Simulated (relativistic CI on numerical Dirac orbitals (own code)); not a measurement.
# One change at a time: Bi LXXXIII

Base calculation: Dirac-Coulomb-Breit CI, separate exchange-only KLI orbitals for each configuration, QED by a radiative potential.

CI space: 1s, 2s, 2p, 3s, 3p, 3d, 4s, 4p, 4d, 4f, 5s, 5p, 5d, 5f, 5g, 6s, 6p, 6d. Levels of other configurations are missing.

Variants: (1) QED terms removed; (2) non-relativistic limit. Shifts of the energy above 1s ²S1/2, in eV, for the lowest level and the first level of each name with at least 55 % of one term (blank where a level changes its place among those of its configuration and J or its character, or is not in the variant):

```tsv
Level	Base	Δ(1)	Δ(2)
1s ²S1/2	0	0	0
2p ²P°1/2	77339	+179	-7051
2s ²S1/2	77380	+150	-7091
2p ²P°3/2	80145	+178	-9857
3p ²P°1/2	92550	+183	-9244
3s ²S1/2	92562	+175	-9256
3d ²D3/2	93384	+185	-10078
3p ²P°3/2	93386	+183	-10080
3d ²D5/2	93611	+184	-10305
4p ²P°1/2	97750	+184	-9888
4s ²S1/2	97755	+180	-9893
4d ²D3/2	98099	+185	-10237
4p ²P°3/2	98100	+184	-10238
4f ²F°5/2	98195	+185	-10333
4d ²D5/2	98196	+184	-10333
4f ²F°7/2	98241	+185	-10379
5p ²P°1/2	100107	+184	-10136
5s ²S1/2	100109	+183	-10138
5d ²D3/2	100283	+185	-10312
5p ²P°3/2	100284	+184	-10313
5f ²F°5/2	100333	+185	-10362
5d ²D5/2	100333	+185	-10362
```
